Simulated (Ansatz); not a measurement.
Consider the atomization: `CB(N)[SiH3]` → B• + C• + 8 H• + N• + Si•.

Calculated with Ansatz (gas phase, PBE0-D4/def2-TZVP geometries, no zero-point term in ΔE). CCSD(T)/CBS is the MP2 limit (def2-TZVPP, def2-QZVPP) plus CCSD(T) − MP2 in def2-TZVPP, frozen cores. This one scheme is used for every species, atoms too. Functionals use def2-TZVPP. B3LYP here is the variant with VWN-RPA as its local correlation; programs differ in this. HSE06 is defined as in plane-wave codes. No spin–orbit coupling; open shells (•) take unrestricted orbitals. Spin–orbit coupling would lower the free atoms: a little for B, C, Si. One conformer a species, not always the lowest.

`CB(N)[SiH3]`:

```xyz
12

C     0.990    0.829   -0.988
B     0.245   -0.200   -0.062
N     0.787   -1.461    0.169
Si   -1.520    0.257    0.828
H     1.207    1.754   -0.444
H     1.932    0.451   -1.398
H     0.353    1.126   -1.828
H     0.355   -2.159    0.751
H     1.661   -1.762   -0.237
H    -2.571    0.600   -0.174
H    -1.391    1.438    1.732
H    -2.048   -0.873    1.652
```

```json
{"level": "PBE-D4", "ΔE (kJ/mol)": "4290.1", "difference from CCSD(T)/CBS": "54.4"}
{"level": "PBE0-D4", "ΔE (kJ/mol)": "4246.2", "difference from CCSD(T)/CBS": "10.5"}
{"level": "B3LYP-D4", "ΔE (kJ/mol)": "4266.8", "difference from CCSD(T)/CBS": "31.1"}
{"level": "HSE06-D4", "ΔE (kJ/mol)": "4248.6", "difference from CCSD(T)/CBS": "12.9"}
{"level": "CAM-B3LYP-D4", "ΔE (kJ/mol)": "4280.5", "difference from CCSD(T)/CBS": "44.8"}
{"level": "B2PLYP", "ΔE (kJ/mol)": "4208.2", "difference from CCSD(T)/CBS": "-27.5"}
{"level": "PBE-QIDH", "ΔE (kJ/mol)": "4212.0", "difference from CCSD(T)/CBS": "-23.7"}
{"level": "revPBE", "ΔE (kJ/mol)": "4143.1", "difference from CCSD(T)/CBS": "-92.6"}
{"level": "PBE0", "ΔE (kJ/mol)": "4228.7", "difference from CCSD(T)/CBS": "-7.0"}
{"level": "CAM-B3LYP", "ΔE (kJ/mol)": "4262.8", "difference from CCSD(T)/CBS": "27.1"}
{"level": "MP2/def2-SVP", "ΔE (kJ/mol)": "4026.7", "difference from CCSD(T)/CBS": "-209.0"}
{"level": "CCSD/def2-SVP", "ΔE (kJ/mol)": "3991.3", "difference from CCSD(T)/CBS": "-244.4"}
{"level": "CCSD(T)/def2-SVP", "ΔE (kJ/mol)": "4023.9", "difference from CCSD(T)/CBS": "-211.8"}
{"level": "MP2/def2-TZVPP", "ΔE (kJ/mol)": "4149.8", "difference from CCSD(T)/CBS": "-85.9"}
{"level": "SCS-MP2/def2-QZVPP", "ΔE (kJ/mol)": "4239.1", "difference from CCSD(T)/CBS": "3.4"}
{"level": "HF/CBS(def2)", "ΔE (kJ/mol)": "3199.4", "difference from CCSD(T)/CBS": "-1036.3"}
{"level": "CCSD(T)/CBS", "ΔE (kJ/mol)": "4235.7", "difference from CCSD(T)/CBS": "0"}
```

Largest T1 diagnostic among the species: 0.014.

From r2SCAN to r2SCAN0 (25 % exact exchange), in def2-TZVPP and without D4, ΔE moves by −40.1 kJ/mol: exact exchange takes away binding that semilocal exchange gives to molecules. In def2-TZVPP, CCSD(T) changes the Hartree–Fock value by +942.5 kJ/mol (the triples alone add +45.5 kJ/mol) and MP2 by +956.5 kJ/mol; breaking electron pairs costs correlation energy, which Hartree–Fock lacks. The D4 term adds +33.2 kJ/mol with B3LYP and +17.5 kJ/mol with PBE0; it sums over pairs of atoms, weighted by their polarisabilities, and B3LYP, whose exchange is more repulsive, gets the larger term.

For atomizations the MP2-based limit and the directly extrapolated one differ by several kJ/mol either way, and by 10 to 25 for some Ge, Se and Sn compounds, so smaller differences from it don't rank the levels.
